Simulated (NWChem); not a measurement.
System: 1,1-difluoroethane (C2H4F2); SMILES CC(F)F

The following NWChem deck was run.

```
start job
memory heap 200 mb stack 900 mb global 1100 mb
geometry units angstroms noautoz
  C     -0.113080     1.366535     0.000000
  C      0.350818    -0.060260     0.000000
  F     -0.122764    -0.705529    -1.092215
  F     -0.122764    -0.705529     1.092215
  H     -1.212214     1.387995     0.000000
  H      0.256316     1.886308    -0.894476
  H      0.256316     1.886308     0.894476
  H      1.451454    -0.162517     0.000000
end
basis spherical
  * library sto-3g
end
dft
  xc b3lyp
  iterations 150
  mulliken
end
task dft energy
```

Output (shortened):

```
             Northwest Computational Chemistry Package (NWChem) 7.3.0
             --------------------------------------------------------

 CS  symmetry detected

                             Geometry "geometry" -> ""
                             -------------------------

 Output coordinates in angstroms (scale by  1.889725989 to convert to a.u.)

  No.       Tag          Charge          X              Y              Z
 ---- ---------------- ---------- -------------- -------------- --------------
    1 C                    6.0000    -0.11607983    -1.36219971     0.00000000
    2 C                    6.0000     0.35192675     0.06325292     0.00000000
    3 F                    9.0000    -0.11979431     0.70988359    -1.09221500
    4 F                    9.0000    -0.11979431     0.70988359     1.09221500
    5 H                    1.0000    -1.21527109    -1.38049309     0.00000000
    6 H                    1.0000     0.25181721    -1.88303475    -0.89447600
    7 H                    1.0000     0.25181721    -1.88303475     0.89447600
    8 H                    1.0000     1.45285277     0.16233864     0.00000000

 Effective nuclear repulsion energy (a.u.)     132.8145384597

      Symmetry information
      --------------------

 Group name             Cs
 Group number              2
 Group order               2
 No. of unique centers     6

                                 NWChem DFT Module
                                 -----------------

 Summary of "ao basis" -> "ao basis" (spherical)
 ------------------------------------------------------------------------------
       Tag                 Description            Shells   Functions and Types
 ---------------- ------------------------------  ------  ---------------------
 C                           sto-3g                  3        5   2s1p
 F                           sto-3g                  3        5   2s1p
 H                           sto-3g                  1        1   1s

      Symmetry analysis of basis
      --------------------------

        a'         16
        a"          8

            General Information
            -------------------
          SCF calculation type: DFT
          Wavefunction type:  closed shell.
          No. of atoms     :     8
          No. of electrons :    34
           Alpha electrons :    17
            Beta electrons :    17
          Charge           :     0
          Spin multiplicity:     1
          Use of symmetry is: on ; symmetry adaption is: on
          Maximum number of iterations: 150
          AO basis - number of functions:    24
                     number of shells:    16
          Convergence on energy requested:  1.00D-06
          Convergence on density requested:  1.00D-05
          Convergence on gradient requested:  5.00D-04

              XC Information
              --------------
                         B3LYP Method XC Potential
                     Hartree-Fock (Exact) Exchange  0.200
                        Slater Exchange Functional  0.800 local
                    Becke 1988 Exchange Functional  0.720 non-local
              Lee-Yang-Parr Correlation Functional  0.810
                  VWN I RPA Correlation Functional  0.190 local

             Grid Information
             ----------------
          Grid used for XC integration:  medium
          Radial quadrature: Mura-Knowles
          Angular quadrature: Lebedev.
          Tag              B.-S. Rad. Rad. Pts. Rad. Cut. Ang. Pts.
          ---              ---------- --------- --------- ---------
          C                   0.70       49           7.0       434
          F                   0.50       49           8.0       434
          H                   0.35       45           8.0       434
          Grid pruning is: on
          Number of quadrature shells:   282
          Spatial weights used:  Erf1

      Superposition of Atomic Density Guess
      -------------------------------------

 Sum of atomic energies:        -272.22569644

      Non-variational initial energy
      ------------------------------

 Total energy =    -272.636227
 1-e energy   =    -645.467242
 2-e energy   =     240.016477
 HOMO         =      -0.208520
 LUMO         =       0.515131

      Symmetry analysis of molecular orbitals - initial
      -------------------------------------------------

  Numbering of irreducible representations:

     1 a'          2 a"

  Orbital symmetries:

     1 a'          2 a"          3 a'          4 a'          5 a'
     6 a"          7 a'          8 a'          9 a"         10 a'
    11 a'         12 a"         13 a"         14 a'         15 a"
    16 a'         17 a'         18 a"         19 a'         20 a'
    21 a'         22 a'         23 a"         24 a'

     ---------------------------------------------
      Total Density - Mulliken Population Analysis
     ---------------------------------------------

    Atom       Charge   Shell Charges
 -----------   ------   -------------------------------------------------------
    1 C    6     6.18   1.99  1.30  2.89
    2 C    6     5.10   1.99  1.13  1.97
    3 F    9     9.42   2.00  1.92  5.50
    4 F    9     9.42   2.00  1.92  5.50
    5 H    1     0.95   0.95
    6 H    1     0.95   0.95
    7 H    1     0.95   0.95
    8 H    1     1.03   1.03

   convergence    iter        energy       DeltaE   RMS-Dens  Diis-err
 ---------------- ----- ----------------- --------- --------- ---------
 d= 0,ls=0.0,diis     1   -274.2594148621 -4.07D+02  7.89D-02  9.38D-01
 d= 0,ls=0.0,diis     2   -274.2509422974  8.47D-03  4.10D-02  1.22D+00
 d= 0,ls=0.0,diis     3   -274.4247538897 -1.74D-01  1.15D-03  2.69D-04
 d= 0,ls=0.0,diis     4   -274.4247907736 -3.69D-05  4.88D-04  1.24D-04
 d= 0,ls=0.0,diis     5   -274.4248094612 -1.87D-05  5.70D-05  1.82D-06
 d= 0,ls=0.0,diis     6   -274.4248097490 -2.88D-07  6.96D-06  9.17D-09

         Total DFT energy =     -274.424809749010
      One electron energy =     -644.794815311189
           Coulomb energy =      271.034429923741
    Exchange-Corr. energy =      -33.478962821240
 Nuclear repulsion energy =      132.814538459677

 Numeric. integr. density =       34.000002857235

                  Occupations of the irreducible representations
                  ----------------------------------------------

                     irrep           alpha         beta
                     --------     --------     --------
                     a'               11.0         11.0
                     a"                6.0          6.0

                       DFT Final Molecular Orbital Analysis
                       ------------------------------------

 Vector   15  Occ=2.000000D+00  E=-2.105466D-01  Symmetry=a'
              MO Center= -6.2D-02,  6.0D-01,  4.8D-15, r^2= 1.7D+00
   Bfn.  Coefficient  Atom+Function         Bfn.  Coefficient  Atom+Function
  ----- ------------  ---------------      ----- ------------  ---------------
    14      0.528068  3 F  py                19      0.528068  4 F  py
    13     -0.394180  3 F  px                18     -0.394180  4 F  px
    24      0.184537  8 H  s                 15      0.173393  3 F  pz
    20     -0.173393  4 F  pz                 4      0.170543  1 C  py
     2      0.082026  1 C  s                  9     -0.065904  2 C  py

 Vector   16  Occ=2.000000D+00  E=-1.964234D-01  Symmetry=a"
              MO Center= -1.1D-01,  6.9D-01, -1.3D-15, r^2= 1.6D+00
   Bfn.  Coefficient  Atom+Function         Bfn.  Coefficient  Atom+Function
  ----- ------------  ---------------      ----- ------------  ---------------
    15      0.578031  3 F  pz                20      0.578031  4 F  pz
    14      0.358914  3 F  py                19     -0.358914  4 F  py
    13     -0.209527  3 F  px                18      0.209527  4 F  px
    22      0.037267  6 H  s                 23     -0.037267  7 H  s
     5     -0.031570  1 C  pz

 Vector   17  Occ=2.000000D+00  E=-1.744932D-01  Symmetry=a'
              MO Center=  6.8D-02,  4.3D-01, -4.1D-15, r^2= 1.9D+00
   Bfn.  Coefficient  Atom+Function         Bfn.  Coefficient  Atom+Function
  ----- ------------  ---------------      ----- ------------  ---------------
    13      0.515003  3 F  px                18      0.515003  4 F  px
    14      0.375018  3 F  py                19      0.375018  4 F  py
    24     -0.333212  8 H  s                  4      0.276827  1 C  py
     2      0.171463  1 C  s                  8     -0.094465  2 C  px
     3      0.090347  1 C  px                 9     -0.072776  2 C  py

 Vector   18  Occ=0.000000D+00  E= 3.163904D-01  Symmetry=a"
              MO Center=  2.0D-01, -2.1D-01,  2.0D-18, r^2= 1.9D+00
   Bfn.  Coefficient  Atom+Function         Bfn.  Coefficient  Atom+Function
  ----- ------------  ---------------      ----- ------------  ---------------
    10      0.887232  2 C  pz                22      0.440446  6 H  s
    23     -0.440446  7 H  s                  5      0.393027  1 C  pz
    14     -0.336413  3 F  py                19      0.336413  4 F  py
    12      0.294187  3 F  s                 15      0.293215  3 F  pz
    17     -0.294187  4 F  s                 20      0.293215  4 F  pz

 Vector   19  Occ=0.000000D+00  E= 3.401717D-01  Symmetry=a'
              MO Center=  5.8D-02, -2.0D-01,  5.5D-17, r^2= 2.0D+00
   Bfn.  Coefficient  Atom+Function         Bfn.  Coefficient  Atom+Function
  ----- ------------  ---------------      ----- ------------  ---------------
     8      0.666535  2 C  px                 9     -0.518531  2 C  py
    21      0.520305  5 H  s                 24     -0.481576  8 H  s
    15      0.417465  3 F  pz                20     -0.417465  4 F  pz
     3      0.405520  1 C  px                22     -0.306786  6 H  s
    23     -0.306786  7 H  s                  4     -0.276573  1 C  py

 Vector   20  Occ=0.000000D+00  E= 4.268997D-01  Symmetry=a'
              MO Center=  1.0D-02, -7.0D-01,  8.1D-17, r^2= 1.6D+00
   Bfn.  Coefficient  Atom+Function         Bfn.  Coefficient  Atom+Function
  ----- ------------  ---------------      ----- ------------  ---------------
     9      0.861463  2 C  py                 4      0.782415  1 C  py
     3      0.611881  1 C  px                21      0.564883  5 H  s
     8      0.375886  2 C  px                24     -0.356333  8 H  s
     7     -0.198044  2 C  s                 15     -0.134425  3 F  pz
    20      0.134425  4 F  pz                13     -0.120071  3 F  px

     ---------------------------------------------
      Total Density - Mulliken Population Analysis
     ---------------------------------------------

    Atom       Charge   Shell Charges
 -----------   ------   -------------------------------------------------------
    1 C    6     6.25   1.99  1.20  3.06
    2 C    6     5.84   1.99  1.16  2.69
    3 F    9     9.12   2.00  1.95  5.17
    4 F    9     9.12   2.00  1.95  5.17
    5 H    1     0.91   0.91
    6 H    1     0.91   0.91
    7 H    1     0.91   0.91
    8 H    1     0.94   0.94

     -------------------------------------------
      Total Density - Lowdin Population Analysis
     -------------------------------------------

    Atom       Charge   Shell Charges
 -----------   ------   -------------------------------------------------------
    1 C    6     6.15   1.98  1.03  3.14
    2 C    6     5.84   1.98  1.07  2.79
    3 F    9     9.09   2.00  1.89  5.20
    4 F    9     9.09   2.00  1.89  5.20
    5 H    1     0.95   0.95
    6 H    1     0.95   0.95
    7 H    1     0.95   0.95
    8 H    1     0.99   0.99

     Multipole analysis of the density
     ---------------------------------

     L   x y z        total         alpha         beta         nuclear
     -   - - -        -----         -----         ----         -------
     0   0 0 0     -0.000000    -17.000000    -17.000000     34.000000

     1   1 0 0      0.182746      0.091373      0.091373      0.000000
     1   0 1 0     -0.392447     -0.196223     -0.196223      0.000000
     1   0 0 1      0.000000      0.000000      0.000000      0.000000

     2   2 0 0    -14.770592    -15.950070    -15.950070     17.129548
     2   1 1 0      0.127093     -0.859131     -0.859131      1.845354
     2   1 0 1     -0.000000     -0.000000     -0.000000      0.000000
     2   0 2 0    -15.415499    -59.938339    -59.938339    104.461179
     2   0 1 1      0.000000      0.000000      0.000000      0.000000
     2   0 0 2    -16.262579    -49.328836    -49.328836     82.395094
```

Level: B3LYP/STO-3G. Structure relaxed at the PBE0/def2-SVP level.
